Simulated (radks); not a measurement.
Ionisation of neutral dysprosium, [Xe] 4f10 6s2, to [Xe] 4f10 6s1 as the strength of local exchange is varied. All-electron calculation, scalar-relativistic Kohn-Sham, Slater X-alpha exchange (alpha = 2/3 is LDA exchange), no correlation, spin-polarised, spherical densities, point nucleus; open shells are filled with parallel spins first (spin-orbit coupling, left out, can overturn this in heavy ions). Program: a radial shooting solver on a logarithmic mesh with Libxc functionals.

alpha  E(Dy) (hartree)  exchange (hartree)  IE (eV)  -e of the level emptied (eV)  <r> of it (bohr)
0.667      -12142.9704           -248.6295    5.133                    3.025 (6s)             4.221
0.806      -12195.1121           -301.8581    5.701                    3.627 (6s)             4.064
0.829      -12203.7635           -310.7112    5.799                    3.733 (6s)             4.039
0.89       -12226.7406           -334.2538    6.067                    4.022 (6s)             3.973

NIST Atomic Spectra Database: 5.939 eV (measured). The Delta-SCF value meets it near alpha = 0.86. Open shells are spherical and high-spin; term and fine-structure splittings are not resolved. Spin-orbit splitting is averaged out at the scalar-relativistic level.
